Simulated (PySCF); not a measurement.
Calculation: PBE-D3(BJ)/def2-TZVP // PBE0-D4/def2-TZVP run with PySCF. All species are isolated molecules in the gas phase. One relaxed conformer stands for a flexible species; it need not be the lowest. Excitations are Tamm–Dancoff values on a coarser integration grid. The basis has no diffuse functions, so Rydberg states are missing or too high.

Reference species (SMILES): `O[SiH3]` (neutral, multiplicity 1).

The HOMO–LUMO gap comes out as 6.38 eV, the S1–T1 gap (TDA) is 0.35 eV and the LUMO is -0.83 eV. The S1 excitation (TDA) is 6.50 eV.

Changed species: `CC[SiH2]O` (C–C–Si–O torsion 178°, C–Si–O–H torsion 71°) (X = ethyl; the reference has X = H).

Give the shifts of the HOMO–LUMO gap, S1–T1 gap (TDA), LUMO and S1 excitation (TDA).

the HOMO–LUMO gap falls by 0.18 eV, to 6.20 eV; the S1–T1 gap (TDA) falls by 0.09 eV, to 0.26 eV; the LUMO goes up by 0.36 eV, to -0.47 eV; the S1 excitation (TDA) falls by 0.20 eV, to 6.30 eV.
